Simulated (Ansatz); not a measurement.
Consider the ligand exchange at the Si–O bond: `[SiH3]O[Si]1(Cl)CO1` + `[OH][AlH][CH2]F` → `F[CH2][AlH][O][SiH3]` + `O[Si]1(Cl)CO1`.

Calculated with Ansatz (gas phase, PBE0-D4/def2-TZVP geometries, no zero-point term in ΔE). CBS: MP2 limit from def2 TZ/QZ plus the TZ coupled-cluster correction, frozen cores. Functionals use def2-TZVPP. B3LYP here is the variant with VWN-RPA as its local correlation; programs differ in this. One conformer a species, not always the lowest.

| level | ΔE (kcal/mol) |
| --- | --- |
| ωB97X-V | -1.2 |
| ωB97M-V | -1.2 |
| PBE0 | -1.5 |
| B3LYP | -1.2 |
| HF/def2-TZVPP | -1.5 |
| SCS-MP2/def2-TZVPP | -1.3 |
| CCSD(T)/def2-TZVPP | -1.3 |
| HF/def2-QZVPP | -1.5 |

Q: What does CCSD(T)/CBS give? (An estimate is asked.)

A: The calculation gave: -0.9 kcal/mol. The listed levels differ from it by -0.3, -0.3, -0.6, -0.3, -0.6, -0.4, -0.4, -0.6 kcal/mol.

Largest T1 diagnostic among the species: 0.012.
